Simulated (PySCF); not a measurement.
A PySCF script (with the pyscf-properties extension) for the NMR shieldings of SMILES C[Si@@H](OC)[SiH2]CCl, C3H11ClOSi2, on a GFN2-xTB geometry:

```python
import basis_set_exchange as bse
import numpy as np
from pyscf import gto, dft
from pyscf.prop import nmr

atoms = """
C    -1.806952    1.868890   -0.712753
O    -0.794267    1.109544   -0.123500
Si   -0.223517   -0.356175   -0.558896
C    -1.618562   -1.657455   -0.629326
Si    1.243123   -0.757242    1.174583
C     2.747889    0.429415    1.096700
Cl    3.543511    0.229921   -0.487265
H    -2.757965    1.332562   -0.685801
H    -1.564382    2.100068   -1.752218
H    -1.903074    2.798827   -0.151268
H     0.323146   -0.282515   -1.928527
H    -1.230970   -2.651415   -0.829133
H    -2.346297   -1.432195   -1.405868
H    -2.156486   -1.703598    0.314939
H     0.751230   -0.612800    2.556486
H     1.815449   -2.107796    1.090259
H     3.503863    0.221380    1.850027
H     2.465502    1.476901    1.169906
"""
names = dict.fromkeys(["C", "O", "Si", "Cl", "H"], "pcSseg-1")
basis = {el: gto.basis.parse(bse.get_basis(n, elements=[el], fmt="nwchem")) for el, n in names.items()}
mol = gto.M(atom=atoms, basis=basis, charge=0, verbose=0)
mf = dft.RKS(mol, xc="PBE0")
mf.grids.level = 2
mf.grids.alignment = dft.numint.BLKSIZE   # the property module wants whole blocks of grid points
mf.conv_tol = 1e-9
mf.kernel()

calc = nmr.RKS(mf)   # GIAO
C = mf.mo_coeff
Co = C[:, mf.mo_occ > 0]
resp = mf.gen_response(singlet=True, hermi=2)
def vind(x):   # induced exchange potential for any number of trial vectors
    d = np.einsum("pi,xij,qj->xpq", C, 2 * x.reshape(-1, C.shape[1], Co.shape[1]), Co, optimize=True)
    return np.einsum("xpq,pi,qj->xij", resp(d - d.transpose(0, 2, 1)), C, Co, optimize=True).ravel()
mo1, _ = nmr.rhf.solve_mo1(calc, with_cphf=vind)
sigma = calc.kernel(mo1)
for i, s in enumerate(sigma):   # ppm
    w = np.linalg.eigvalsh((s + s.T) / 2)
    print("%2d %-2s iso %8.1f  s11 %8.1f  s22 %8.1f  s33 %8.1f" % (i, mol.atom_pure_symbol(i), w.mean(), *w))
```

**Question.** What are the results?

**Answer.** 
```
 0 C  iso    132.8  s11    104.5  s22    108.4  s33    185.4
 1 O  iso    335.2  s11    277.6  s22    349.4  s33    378.6
 2 Si iso    352.8  s11    292.4  s22    336.4  s33    429.6
 3 C  iso    188.5  s11    177.2  s22    191.9  s33    196.5
 4 Si iso    419.0  s11    370.9  s22    413.0  s33    473.0
 5 C  iso    158.0  s11    134.8  s22    141.5  s33    197.8
 6 Cl iso    906.8  s11    816.0  s22    817.6  s33   1086.9
 7 H  iso     28.0  s11     23.2  s22     26.4  s33     34.5
 8 H  iso     28.2  s11     24.2  s22     25.5  s33     34.7
 9 H  iso     27.8  s11     23.2  s22     25.4  s33     34.7
10 H  iso     26.0  s11     23.3  s22     25.1  s33     29.5
11 H  iso     31.9  s11     27.6  s22     29.2  s33     38.8
12 H  iso     30.9  s11     26.4  s22     28.7  s33     37.6
13 H  iso     31.5  s11     27.5  s22     29.1  s33     37.8
14 H  iso     27.6  s11     23.8  s22     25.8  s33     33.3
15 H  iso     28.1  s11     24.2  s22     27.1  s33     32.9
16 H  iso     28.5  s11     22.4  s22     27.3  s33     35.9
17 H  iso     28.6  s11     24.0  s22     26.9  s33     34.8
```

These numbers come from an equivalent density-fitted implementation of the same equations, which agrees with the script to about 0.01 ppm for H and up to a few tenths of a ppm for heavy atoms, so last digits may differ.

**Question.** Turn these shieldings into chemical shifts. δ = σ(ref) − σ, references computed at the same level: ¹³C (σ = 186.93 ppm), ²⁹Si (σ = 349.16 ppm), ¹H (σ = 31.72 ppm) vs TMS; ¹⁷O (σ = 336.08 ppm) vs H2O; ³⁵Cl (σ = 949.78 ppm) against HCl.

**Answer.** Averaging equivalent atoms: C 0: 54.2; C 5: 28.9; C 3: -1.6; O 1: 0.9; Si 2: -3.6; Si 4: -69.8; Cl 6: 43; H 10: 5.71; H 14: 4.11; H 7/8/9: 3.73; H 15: 3.65; H 16: 3.21; H 17: 3.13; H 11/12/13: 0.31 ppm. Experimental scales use liquid or dissolved standards, which lie at an offset from isolated H2O (liquid H2O: subtract about 36 ppm).

Size and cost of the density-fitted run: 195 basis functions, 37 s wall time on 1 thread of an Arm Neoverse V1, shared host; peak memory 0.87 GiB.
